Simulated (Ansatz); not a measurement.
This geometry of H5NSSn (8 atoms, charge 0, multiplicity 1) is a first-order saddle point.

These are results of Ansatz 0.2.0, RKS PBE0-D4/def2-SVP, not measurements.

```xyz
8
Properties=species:S:1:pos:R:3
N -1.055 0.270 -0.773
Sn 0.628 0.366 0.374
S 0.996 -1.946 1.007
H -1.842 0.796 -0.398
H -0.915 0.558 -1.739
H 0.342 1.315 1.773
H 1.955 0.934 -0.551
H -0.108 -2.293 0.308
```

(1) Which two structures does it join? (They come from a converged band through this point; their orientation in space is the band's.)

(2) How far does it lie above each of them?

Answers

(1) No bond is made or broken. The dihedral H4–N1–Sn2–S3 goes from 168 to 71°. The two ends are copies of one structure, up to a mirror image or an exchange of like atoms.

Image 0:

```xyz
8
Properties=species:S:1:pos:R:3
N -1.130 0.398 -0.776
Sn 0.544 0.359 0.390
S 1.225 -1.962 0.431
H -1.639 1.279 -0.727
H -0.944 0.199 -1.758
H 0.050 0.923 1.930
H 1.917 1.196 -0.214
H -0.023 -2.392 0.724
```

Image 8:

```xyz
8
Properties=species:S:1:pos:R:3
N -1.004 0.375 -0.936
Sn 0.567 0.352 0.363
S 0.514 -1.841 1.382
H -1.914 0.397 -0.481
H -0.969 1.141 -1.606
H 0.481 1.443 1.688
H 1.961 0.593 -0.601
H 0.365 -2.462 0.190
```

(2) 0.020 eV above the first and 0.020 eV above the second. This is the barrier of this one path; another mechanism may lie lower.

Time of the run: 3 min on 1 thread of Arm Neoverse V1, with other jobs on the host, peak memory 0.17 GiB.
